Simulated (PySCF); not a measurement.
Molfile (atoms numbered from 1):
```
CH12OSi4
     RDKit          3D

 18 17  0  0  0  0  0  0  0  0999 V2000
   -0.6935    1.9607   -0.8748 C   0  0  0  0  0  0  0  0  0  0  0  0
   -1.1253    0.5247    0.2992 Si  0  0  1  0  0  4  0  0  0  0  0  0
   -2.9948   -0.6467   -0.3768 Si  0  0  0  0  0  4  0  0  0  0  0  0
    0.1446   -0.4971    0.3299 O   0  0  0  0  0  0  0  0  0  0  0  0
    1.3199   -1.4925   -0.1835 Si  0  0  0  0  0  4  0  0  0  0  0  0
    3.2600   -0.2748   -0.4068 Si  0  0  0  0  0  4  0  0  0  0  0  0
   -1.4442    2.7442   -0.8253 H   0  0  0  0  0  0  0  0  0  0  0  0
    0.2657    2.4076   -0.6247 H   0  0  0  0  0  0  0  0  0  0  0  0
   -0.6375    1.6270   -1.9086 H   0  0  0  0  0  0  0  0  0  0  0  0
   -1.1221    1.0354    1.6795 H   0  0  0  0  0  0  0  0  0  0  0  0
   -2.6992   -1.8676   -1.1381 H   0  0  0  0  0  0  0  0  0  0  0  0
   -3.8654    0.1570   -1.2465 H   0  0  0  0  0  0  0  0  0  0  0  0
   -3.8396   -1.0694    0.7470 H   0  0  0  0  0  0  0  0  0  0  0  0
    1.3329   -2.5485    0.8361 H   0  0  0  0  0  0  0  0  0  0  0  0
    0.8284   -2.0955   -1.4324 H   0  0  0  0  0  0  0  0  0  0  0  0
    3.9395   -0.0030    0.8667 H   0  0  0  0  0  0  0  0  0  0  0  0
    3.0863    1.0378   -1.0453 H   0  0  0  0  0  0  0  0  0  0  0  0
    4.2355   -0.9932   -1.2367 H   0  0  0  0  0  0  0  0  0  0  0  0
  1  2  1  0
  2  3  1  0
  2  4  1  0
  4  5  1  0
  5  6  1  0
  1  7  1  0
  1  8  1  0
  1  9  1  0
  2 10  1  1
  3 11  1  0
  3 12  1  0
  3 13  1  0
  5 14  1  0
  5 15  1  0
  6 16  1  0
  6 17  1  0
  6 18  1  0
M  END
```

- coordinates at the GFN2-xTB level
- shielding tensors at PBE0/pcSseg-1 (GIAO)
- code: PySCF 2.14.0 with density-fitted response routines
- no solvent, rapidly exchanging positions averaged, non-relativistic, one computed conformer

Referencing at the same level of theory: ¹³C (186.93 ppm), ¹H (31.72 ppm), ²⁹Si (349.16 ppm) vs TMS; ¹⁷O (336.08 ppm) vs H2O.

| atoms | nucleus | count | Hirshfeld charge | δ (ppm) |
| --- | --- | --- | --- | --- |
| H16/H17/H18 | ¹H | 3 | -0.07 | 3.41 |
| H11/H12/H13 | ¹H | 3 | -0.07 | 3.37 |
| H7/H8/H9 | ¹H | 3 | 0.04 | ? |
| H10 | ¹H | 1 | -0.09 | 5.67 |
| H15 | ¹H | 1 | -0.09 | 5.64 |
| C1 | ¹³C | 1 | -0.22 | ? |
| Si5 | ²⁹Si | 1 | 0.32 | -31.1 |
| Si6 | ²⁹Si | 1 | 0.21 | -120.4 |
| H14 | ¹H | 1 | -0.08 | ? |
| Si2 | ²⁹Si | 1 | 0.35 | ? |
| O4 | ¹⁷O | 1 | -0.31 | 8.3 |
| Si3 | ²⁹Si | 1 | 0.21 | -124.2 |

Estimate the values marked ?.

## Answers


- C1: 4.7 ppm, methyl carbon bonded to Si; an electropositive neighbour leaves it electron-rich and shielded
- H14: 5.60 ppm, hydrogen on a silicon bonded to O, Si
- H7/H8/H9: 0.42 ppm, hydrogen on a methyl carbon bonded to Si; an electropositive neighbour shields it, as in TMS itself
- Si2: -5.3 ppm, silicon bonded to C, O, Si, H

Shifts are as computed. Against solution values, carbons near 30 ppm lie about +3 ppm off and those near 130 ppm about +5 ppm. Of 1309 compounds with measured shifts, 239 miss one by over three times the rms of a fit or turn the order of signals round; such compounds aren't used in these exercises. Experimental scales use liquid or dissolved standards, which lie at an offset from isolated H2O (liquid H2O: subtract about 36 ppm).
